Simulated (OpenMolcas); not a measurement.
**Si: CASPT2 settings compared**

```json
{
 "Program": "OpenMolcas 26.06",
 "Basis": "ANO-RCC-VQZP [6s5p3d2f1g]",
 "Scalar Hamiltonian": "DKH2, point nucleus",
 "Active space": "2 electrons in 3 orbitals (3p)",
 "State averaging": "2S+1 = 3 even, 3 roots; 2S+1 = 1 even, 6 roots kept (CI in the orbitals of an earlier block)",
 "Spin-orbit coupling": "RASSI with atomic mean-field integrals over the reference wave functions, term energies averaged over their components"
}
```

Methods on the same reference wave functions:
A. CASSCF
B. SS-CASPT2, IPEA 0.5 Eh, sigma1 regulariser 0.4 Eh (closed shells correlated: 2s 2p 3s)
C. SS-CASPT2, IPEA 0.6 Eh, sigma2 regulariser 0.15 Eh (closed shells correlated: 3s)
D. SS-CASPT2, IPEA 0.3 Eh, sigma2 regulariser 0.2 Eh (closed shells correlated: 2s 2p 3s)

Energies in cm-1 above 3s2 3p2 3P0, the measured ground level; measured values from NIST Handbook of Basic Atomic Spectroscopic Data.

```
      Level      A      B      C      D  Measured
3s2 3p2 3P0    0.0    0.0    0.0    0.0       0.0
3s2 3p2 3P1   66.4   67.1   67.1   67.1      77.1
3s2 3p2 3P2    195    195    195    195       223
3s2 3p2 1D2   8869   5850   5880   5860      6299
3s2 3p2 1S0  21976  15240  15330  14890     15394
```

Deviations, from unrounded energies. A percentage is the sum of absolute deviations over the sum of measured energies, with the sign that they share, or ± where signs differ.

```
                        Against measurement  Levels      A      B      C      D
             mean absolute deviation (cm-1)       4   2300    160    130    240
      fine structure of the ground term (%)       2  -12.9  -12.6  -12.6  -12.6
other terms of the ground configuration (%)       2  +42.2   -2.8   -2.2   -4.3
```

C lies closest to measurement on these levels and A furthest from it. The largest miss of C in the table is 3s2 3p2 1D2, by -420 cm-1. The ranking rests on the paired levels alone, and a cruder setting can come out closer through cancelling errors.

Among B to D the level of the table that moves most is 3s2 3p2 1S0, by 440 cm-1 (lowest in D, highest in C). Moves below CASPT2's spread within the term are not significant.

The two smallest mean deviations differ by little beside CASPT2's spread within terms, so their order carries little weight.

From A to B the spin-free energies of the other terms of 3s2 3p2 shown, above 3P, scale by factors of 0.65 to 0.69.

The lowest spin-free term lies below A's lowest term by 0.112 hartree in B, 0.055 hartree in C, 0.116 hartree in D.

CASPT2 breaks the degeneracy within a term, and the mean is taken; among the terms shown or strongly mixed into the levels shown the widest spread is 100 cm-1 (3s2 3p2 1D, C). Terms from blocks run as CI alone lack orbitals of their own. With the s shell closed, the reference lacks s² → p² mixing. Without dynamic correlation excited terms often stand tens of per cent too high (terms of higher spin than the ground term too low), and those without a measured partner can miss by more than the paired ones (holds for A). Computed and measured levels are paired by configuration, term and J; levels that our copy of the source lacks, or whose pairing is in doubt (as where it misses far off the trend of its configuration), stay unpaired and out of the deviations. Levels of configurations outside the active space are missing.
